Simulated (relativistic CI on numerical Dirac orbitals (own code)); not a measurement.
Electric-dipole transitions in Kr3+

Calculated at this level of theory: Dirac-Coulomb-Breit CI, KLI orbitals optimised for each configuration, model QED, valence Slater integrals scaled by 0.85, P86 correlation energy added to each configuration (own radial code, finite nucleus).

Configuration list (outside the closed core [Ar] 3d10): 4s2 4p3, 4s 4p4, 4s2 4p2 4d, 4p5, 4s2 4p2 4f, 4s 4p3 4d, 4s2 4p2 5s, 4s2 4p2 5p, 4s 4p3 4f, 4s2 4p2 5d, 4s2 4p2 6s, 4s2 4p2 6p, 4s2 4p2 5f, 4s2 4p2 6d, 4s2 4p2 5g, 4s2 4p2 7s, 4s2 4p2 7p, 4s 4p3 5s, 4s2 4p2 6f, 4p4 4d, 4s2 4p 4d 4f, 4s 4p2 4d2, 4s 4p3 5p, 4s 4p3 5d, 4s 4p3 6s, 4s 4p3 6p, 4s 4p2 5p2, 4s2 4p 4d 5p, 4s2 4p 4d2, 4s2 4d3, 4s2 4d2 4f, 4s 4p 4d3, 4s2 4d2 5s, 4s2 4d2 5p, 4s2 4p 4f2, 4s2 4d 4f2, 4s2 4f3, 4s 4p 4d 4f2, 4s2 4f2 5s, 4s2 4f2 5p, 4p3 4d2, 4p2 4d3, 4p2 4d2 4f, 4p2 4d2 5s, 4p2 4d2 5p, 4s2 4p 4d 5s, 4s2 4d 4f 5s, 4s 4p 4d2 5s, 4s2 4d 5s2, 4s2 4d 5s 5p, 4s 4p2 5s 5p, 4s 4p 4d 5s 5p, 4s 4p 4f 5s 5p, 4p2 4d 5s 5p, 4s 4p 5s2 5p, 4s 4p 5s 5p2, 4s2 4p 5s2, 4s2 4f 5s2, 4s 4p 4d 5s2, 4s2 5s2 5p. Double excitations out of closed p, d and f shells are left out; levels of such configurations are missing from the list, as are those of other unlisted configurations, and high levels can miss mixing partners. These lack a partner that the ground configuration has and come out too high: 4s 4p3 4f, 4s2 4p2 5d, 4s2 4p2 6s, 4s2 4p2 6p, 4s2 4p2 5f.

```
λ vac (nm)                    Lower                    Upper   A (s⁻¹)  E lower (eV)  E upper (eV)
    29.683      4s2 4p3 2D°_5/2 [3]  4s2 4p2 7s 2P_3/2 [268]  2.03e+09        2.3132       44.0823
    29.753      4s2 4p3 2D°_5/2 [3]  4s2 4p2 6d 2F_7/2 [263]  2.14e+09        2.3132       43.9839
    29.972      4s2 4p3 2D°_3/2 [2]  4s2 4p2 6d 2F_5/2 [241]  1.69e+09        2.1041       43.4708
    31.938      4s2 4p3 4S°_3/2 [1]  4s2 4p2 6s 4P_5/2 [126]  1.10e+09        0.0000       38.8199
    32.037      4s2 4p3 2P°_1/2 [4]  4s2 4p2 5d 2D_3/2 [209]  2.09e+09        3.7374       42.4375
    32.276      4s2 4p3 4S°_3/2 [1]  4s2 4p2 5d 4P_1/2 [117]  4.21e+09        0.0000       38.4142
    32.304      4s2 4p3 2P°_3/2 [5]  4s2 4p2 5d 2D_5/2 [207]  1.80e+09        4.0268       42.4074
    32.343      4s2 4p3 4S°_3/2 [1]  4s2 4p2 5d 4D_5/2 [116]  2.38e+09        0.0000       38.3345
    32.355      4s2 4p3 4S°_3/2 [1]  4s2 4p2 6s 4P_3/2 [115]  4.92e+09        0.0000       38.3202
    32.481      4s2 4p3 2D°_5/2 [3]  4s2 4p2 6s 2D_5/2 [167]  1.53e+09        2.3132       40.4847
    32.520      4s2 4p3 2D°_3/2 [2]  4s2 4p2 5d 2D_5/2 [157]  1.78e+09        2.1041       40.2291
    32.697      4s2 4p3 2D°_3/2 [2]  4s2 4p2 5d 2D_3/2 [151]  3.71e+09        2.1041       40.0229
    32.720      4s2 4p3 2D°_3/2 [2]  4s2 4p2 5d 2F_5/2 [150]  2.37e+09        2.1041       39.9970
    32.795      4s2 4p3 4S°_3/2 [1]   4s2 4p2 5d 4P_5/2 [99]  2.61e+09        0.0000       37.8062
    32.870      4s2 4p3 2D°_5/2 [3]  4s2 4p2 5d 2F_7/2 [152]  4.98e+09        2.3132       40.0330
    32.901      4s2 4p3 2D°_5/2 [3]  4s2 4p2 5d 2F_5/2 [150]  3.45e+09        2.3132       39.9970
    33.101      4s2 4p3 2D°_5/2 [3]  4s2 4p2 5d 2G_7/2 [144]  1.50e+09        2.3132       39.7698
    33.647      4s2 4p3 2D°_3/2 [2]  4s2 4p2 5d 2D_5/2 [127]  2.81e+09        2.1041       38.9524
    33.776      4s2 4p3 2D°_5/2 [3]  4s2 4p2 6s 2P_3/2 [131]  3.93e+09        2.3132       39.0212
    33.839      4s2 4p3 2D°_5/2 [3]  4s2 4p2 5d 2D_5/2 [127]  1.53e+09        2.3132       38.9524
    48.679      4s2 4p3 4S°_3/2 [1]   4s2 4p2 4d 4P_1/2 [28]  3.95e+10        0.0000       25.4695
    48.917      4s2 4p3 2D°_3/2 [2]   4s2 4p2 4d 2F_5/2 [40]  2.66e+10        2.1041       27.4497
    49.046      4s2 4p3 2D°_5/2 [3]   4s2 4p2 4d 2F_7/2 [41]  3.93e+10        2.3132       27.5923
    49.207      4s2 4p3 4S°_3/2 [1]   4s2 4p2 4d 4P_5/2 [26]  3.70e+10        0.0000       25.1962
    49.324      4s2 4p3 2D°_5/2 [3]   4s2 4p2 4d 2F_5/2 [40]  1.26e+10        2.3132       27.4497
    49.339      4s2 4p3 2D°_3/2 [2]   4s2 4p2 4d 2D_5/2 [38]  8.00e+09        2.1041       27.2333
    49.753      4s2 4p3 2D°_5/2 [3]   4s2 4p2 4d 2D_5/2 [38]  1.44e+10        2.3132       27.2333
    50.042      4s2 4p3 2P°_3/2 [5]   4s2 4p2 4d 2D_5/2 [47]  3.63e+10        4.0268       28.8027
    50.388      4s2 4p3 2D°_3/2 [2]   4s2 4p2 5s 2P_1/2 [35]  4.70e+09        2.1041       26.7102
    50.744      4s2 4p3 2P°_1/2 [4]   4s2 4p2 4d 2P_3/2 [43]  9.13e+09        3.7374       28.1706
    51.011      4s2 4p3 2D°_3/2 [2]   4s2 4p2 4d 2D_5/2 [34]  3.23e+09        2.1041       26.4096
    51.352      4s2 4p3 2P°_3/2 [5]   4s2 4p2 4d 2P_3/2 [43]  2.00e+10        4.0268       28.1706
    51.453      4s2 4p3 2D°_5/2 [3]   4s2 4p2 4d 2D_5/2 [34]  5.77e+09        2.3132       26.4096
    53.426      4s2 4p3 2P°_3/2 [5]   4s2 4p2 4d 2D_5/2 [38]  9.81e+08        4.0268       27.2333
    67.923      4s2 4p3 2D°_5/2 [3]   4s2 4p2 4d 2P_3/2 [11]  1.15e+09        2.3132       20.5668
    70.499      4s2 4p3 2P°_3/2 [5]       4s 4p4 2S_1/2 [13]  1.15e+09        4.0268       21.6134
    76.522      4s2 4p3 2D°_3/2 [2]        4s 4p4 2D_3/2 [9]  7.59e+08        2.1041       18.3064
    77.016      4s2 4p3 2D°_5/2 [3]       4s 4p4 2D_5/2 [10]  6.04e+08        2.3132       18.4117
    79.737      4s2 4p3 4S°_3/2 [1]        4s 4p4 4P_1/2 [8]  4.50e+08        0.0000       15.5492
    80.783      4s2 4p3 4S°_3/2 [1]        4s 4p4 4P_3/2 [7]  4.28e+08        0.0000       15.3479
    83.156      4s2 4p3 4S°_3/2 [1]        4s 4p4 4P_5/2 [6]  3.98e+08        0.0000       14.9099
    182.79  4s2 4p2 5p 4D°_7/2 [57]  4s2 4p2 5d 4D_7/2 [108]  4.73e+08       31.3787       38.1617
    184.41  4s2 4p2 5p 4D°_5/2 [53]   4s2 4p2 5d 4F_7/2 [95]  1.39e+09       30.9747       37.6981
    268.48   4s2 4p2 5s 4P_3/2 [33]  4s2 4p2 5p 4D°_5/2 [53]  2.76e+08       26.3567       30.9747
    269.92   4s2 4p2 5s 4P_5/2 [36]  4s2 4p2 5p 4D°_7/2 [57]  2.91e+08       26.7854       31.3787
```

Terms are leading LS components. Brackets give the number of a level in order of energy, since labels repeat. The list gives strong lines, with weight on those to low levels, without lines whose two gauges differ by over a factor of 2.5, among the lowest 400 of 6790 levels, so that lines to higher ones, which can be the strongest, are missing, and without lines across small gaps between configurations, and without 281 lines that miss the measured interval by over 3.5 %, start from a term whose rates miss tabulated ones by over 60 %, have gauges far apart or, lacking measured levels, span too small a gap for the errors found; lines with a level outside our table were not tested and can miss by more. Levels whose partners in the same complex of configurations lie outside the list can be far off, and so can their lines. Rates are taken at the computed energies, electric ones in the length gauge.

For a near-neutral ion this model can misplace configurations by up to about 10,000 cm⁻¹ (more where the count of f electrons changes) and terms by 10 to 25 % of their spread. Rates follow the energies as ν³ (E1, M1) or ν⁵ (E2), so they and the lifetimes can be off by large factors. The fine structure of a lone outer electron comes out too small, for d and f at times inverted, and misplaced configurations move strength between like terms. 53 of the 69 excited levels that our extract of the measured tables holds in this range could be paired (the sources list more); they are missed by 4874 cm⁻¹ on average and 10340 at most, and levels without a partner can miss by more.

LS names give the leading component of a level, which can be under half, so a name can repeat, a term be missing and a line seem to break the LS rules.
